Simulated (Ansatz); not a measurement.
Relaxation of the cluster Ge₄H₆ with RKS PBE-D4/def2-SVP.

```sh
$ ansatz run in.yaml --threads 4 --pin off --events-out ev --progress --plain --max-ram 8704MiB
```

```yaml
crystal:
  periodic: [false, false, false]
  atoms:
    - {symbol: Ge, position_ang: [-0.094940, -1.515860, 0.630130]}
    - {symbol: Ge, position_ang: [0.095550, 1.512680, -0.638880]}
    - {symbol: Ge, position_ang: [1.831020, 0.003840, 0.289020]}
    - {symbol: Ge, position_ang: [-1.831290, -0.004370, -0.280070]}
    - {symbol: H, position_ang: [3.003350, -0.484900, -0.589750]}
    - {symbol: H, position_ang: [-2.685020, -0.495080, -1.467990]}
    - {symbol: H, position_ang: [0.141600, -2.000120, -0.886000]}
    - {symbol: H, position_ang: [-0.146890, 2.019530, 0.868480]}
    - {symbol: H, position_ang: [-3.005670, 0.476450, 0.598780]}
    - {symbol: H, position_ang: [2.692280, 0.487830, 1.476290]}
basis:
  gaussian: {orbitals: def2-SVP}
hamiltonian: {xc: pbe, dispersion: d4}
scf: {lower_state_search: "off"}
output: {orbitals: {seedname: orbitals}}
relax: {f_tol: 0.02, max_steps: 100}
```

Run time 6.5 s (4 threads of Intel Xeon Platinum 8223CL on a shared host).

Positions (Å) and forces (eV/Å) at steps 1, 2, 3, 4, 5 of 5:

```xyz
10
step=1 energy=-226107.9454 eV
Ge   -0.095   -1.516    0.630    0.069    0.257   -0.402
Ge    0.096    1.513   -0.639   -0.061   -0.253    0.406
Ge    1.831    0.004    0.289    0.543   -0.005    0.071
Ge   -1.831   -0.004   -0.280   -0.529   -0.003   -0.080
H     3.003   -0.485   -0.590   -0.079   -0.323   -0.430
H    -2.685   -0.495   -1.468    0.191   -0.332   -0.402
H     0.142   -2.000   -0.886   -0.006   -0.091    0.053
H    -0.147    2.020    0.868    0.016    0.082   -0.040
H    -3.006    0.476    0.599    0.070    0.336    0.434
H     2.692    0.488    1.476   -0.214    0.331    0.389
10
step=2 energy=-226108.0502 eV
Ge   -0.076   -1.399    0.509   -0.049   -0.582    0.326
Ge    0.077    1.397   -0.514    0.049    0.579   -0.331
Ge    1.973    0.003    0.308   -0.260    0.009   -0.031
Ge   -1.974   -0.006   -0.303    0.266    0.008    0.049
H     3.002   -0.643   -0.697   -0.199    0.171    0.315
H    -2.654   -0.654   -1.568    0.099    0.168    0.353
H     0.154   -2.024   -0.955   -0.004    0.214    0.003
H    -0.152    2.037    0.943    0.000   -0.220    0.009
H    -3.005    0.639    0.701    0.207   -0.171   -0.316
H     2.654    0.650    1.576   -0.110   -0.177   -0.377
10
step=3 energy=-226108.1796 eV
Ge   -0.084   -1.478    0.561    0.026    0.075   -0.156
Ge    0.085    1.476   -0.567   -0.026   -0.073    0.161
Ge    1.888    0.003    0.295    0.014    0.001   -0.002
Ge   -1.889   -0.005   -0.290   -0.011    0.003   -0.001
H     2.940   -0.610   -0.680   -0.032    0.021    0.106
H    -2.599   -0.622   -1.534    0.000    0.019    0.105
H     0.151   -2.007   -0.941   -0.012    0.031    0.070
H    -0.150    2.017    0.930    0.012   -0.039   -0.067
H    -2.941    0.607    0.685    0.035   -0.018   -0.104
H     2.598    0.618    1.540   -0.007   -0.020   -0.113
10
step=4 energy=-226108.1866 eV
Ge   -0.082   -1.470    0.551    0.009    0.013   -0.050
Ge    0.083    1.468   -0.557   -0.010   -0.010    0.055
Ge    1.891    0.004    0.295    0.011   -0.001   -0.004
Ge   -1.892   -0.005   -0.291   -0.009    0.001   -0.003
H     2.952   -0.617   -0.658   -0.020   -0.010    0.021
H    -2.616   -0.629   -1.517    0.014   -0.011    0.023
H     0.152   -1.993   -0.948   -0.004    0.017    0.020
H    -0.151    2.000    0.939    0.004   -0.023   -0.018
H    -2.952    0.615    0.663    0.022    0.011   -0.019
H     2.614    0.627    1.522   -0.017    0.011   -0.025
10
step=5 energy=-226108.1883 eV
Ge   -0.080   -1.470    0.543   -0.002    0.017    0.003
Ge    0.081    1.469   -0.546    0.001   -0.017   -0.003
Ge    1.892    0.004    0.293   -0.012    0.001   -0.002
Ge   -1.892   -0.004   -0.291    0.012    0.000    0.001
H     2.949   -0.635   -0.649    0.001    0.000   -0.002
H    -2.613   -0.647   -1.508   -0.001   -0.001   -0.002
H     0.152   -1.980   -0.958    0.000    0.001   -0.005
H    -0.152    1.982    0.954    0.000   -0.002    0.007
H    -2.948    0.635    0.652   -0.001    0.001    0.001
H     2.611    0.646    1.510    0.000    0.001    0.001
```

The restricted singlet is unstable towards broken spin symmetry in Hartree–Fock (as tested in another run); at PBE-D4/def2-SVP this wasn't settled. Another isomer (singlet) lies 0.36 eV lower at PBE0-D4/def2-TZVP; other spin states weren't run for this one.
